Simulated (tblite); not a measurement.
C₆H₉N₂ (doublet state).
Atom-mapped SMILES: `[CH2:1]=[CH:2][CH2:3][C:4](=[N:5])/[CH:6]=[N:7]\[CH3:8]` (hydrogens: H9, H10 on C1; H11 on C2; H12, H13 on C3; H14 on C6; H15, H16, H17 on C8)
Bond orders are those of one Lewis drawing.

Computed with GFN2-xTB (tblite), gas phase: L-BFGS steps from a force-field or distance-geometry start until the largest atomic force falls under 0.01 eV/Å.

Step 8: E = -629.2575 eV
```
atom  x, y, z in Å  |  force x, y, z in eV/Å
C1      2.6998   -0.1156    0.8018   -0.041  -0.049  -0.067
C2      2.0066   -0.7260   -0.1459    0.087   0.057   0.104
C3      0.5499   -1.0227   -0.0647   -0.016   0.032  -0.061
C4     -0.1745   -0.2021   -1.1398   -0.036   0.048   0.047
N5     -0.4721   -0.5362   -2.2679   -0.017  -0.009  -0.112
C6     -0.5371    1.1911   -0.6432   -0.082   0.049   0.078
N7     -1.6455    1.5200   -0.1798    0.138  -0.106  -0.026
C8     -2.7137    0.5795   -0.0185    0.013  -0.015  -0.005
H9      3.7549    0.0656    0.6949    0.011   0.032   0.012
H10     2.2494    0.2061    1.7271   -0.015  -0.001  -0.012
H11     2.4846   -1.0337   -1.0652    0.009  -0.011  -0.025
H12     0.1504   -0.7916    0.9245    0.011   0.030  -0.019
H13     0.3657   -2.0685   -0.3147    0.000  -0.057   0.066
H14     0.2336    1.9399   -0.7632    0.053   0.008   0.004
H15    -2.3921   -0.2530    0.6131   -0.120  -0.026   0.009
H16    -3.5617    1.0835    0.4426    0.049   0.029  -0.023
H17    -3.0053    0.1756   -0.9910   -0.044  -0.011   0.031
```

Step 9: E = -629.2593 eV
```
atom  x, y, z in Å  |  force x, y, z in eV/Å
C1      2.6998   -0.1152    0.8025   -0.005  -0.022  -0.032
C2      2.0086   -0.7260   -0.1450    0.016   0.013   0.025
C3      0.5507   -1.0230   -0.0649   -0.019   0.029  -0.060
C4     -0.1736   -0.2039   -1.1412   -0.039   0.058   0.024
N5     -0.4741   -0.5331   -2.2704    0.005  -0.004  -0.051
C6     -0.5357    1.1892   -0.6393   -0.002   0.014  -0.010
N7     -1.6443    1.5159   -0.1791    0.074  -0.077   0.017
C8     -2.7138    0.5775   -0.0186    0.007  -0.003  -0.002
H9      3.7551    0.0668    0.6952    0.002   0.033   0.021
H10     2.2479    0.2068    1.7277   -0.001  -0.010  -0.032
H11     2.4830   -1.0343   -1.0673    0.016   0.004   0.018
H12     0.1507   -0.7855    0.9240    0.022  -0.007  -0.053
H13     0.3663   -2.0701   -0.3147    0.005  -0.019   0.094
H14     0.2332    1.9395   -0.7629    0.054   0.000   0.016
H15    -2.3968   -0.2567    0.6139   -0.120  -0.006   0.004
H16    -3.5572    1.0902    0.4413    0.026  -0.003  -0.019
H17    -3.0068    0.1741   -0.9911   -0.041  -0.002   0.040
```

Q: Estimate the geometry and energy of step 10. (The exact step hangs on the optimiser's Hessian estimate; all steps are aligned on step 9, rigid shifts and turns removed.)

A: E = -629.2607 eV, largest force 0.107 eV/Å
```
atom  x, y, z in Å  |  force x, y, z in eV/Å
C1      2.7001   -0.1152    0.8028    0.023   0.007   0.007
C2      2.0101   -0.7260   -0.1443   -0.045  -0.025  -0.055
C3      0.5510   -1.0228   -0.0662   -0.011   0.017  -0.039
C4     -0.1739   -0.2044   -1.1426   -0.018   0.039  -0.017
N5     -0.4753   -0.5307   -2.2728    0.018   0.006   0.004
C6     -0.5341    1.1882   -0.6367    0.063  -0.019  -0.074
N7     -1.6426    1.5118   -0.1778    0.012  -0.032   0.056
C8     -2.7138    0.5759   -0.0187   -0.002   0.004   0.003
H9      3.7553    0.0684    0.6958   -0.004   0.030   0.025
H10     2.2467    0.2071    1.7276    0.007  -0.013  -0.039
H11     2.4823   -1.0347   -1.0686    0.022   0.013   0.044
H12     0.1513   -0.7812    0.9226    0.023  -0.023  -0.069
H13     0.3668   -2.0718   -0.3128    0.009   0.017   0.098
H14     0.2342    1.9393   -0.7624    0.048  -0.008   0.028
H15    -2.4028   -0.2597    0.6146   -0.107  -0.003   0.008
H16    -3.5534    1.0950    0.4400   -0.001  -0.013  -0.011
H17    -3.0089    0.1728   -0.9905   -0.035   0.002   0.031
```

The energy changes by -0.0015 eV. The first-order estimate −F·Δx gives -0.0019 eV and the mean of the old and new forces, exact on a quadratic surface, -0.0015 eV. The step makes an angle of 56° with the force vector and moves no atom by more than 0.007 Å.

The cost below is that of the whole relaxation. Hardware: one thread, Arm Neoverse V2 (aarch64), shared host. Cost: 0.82 s.
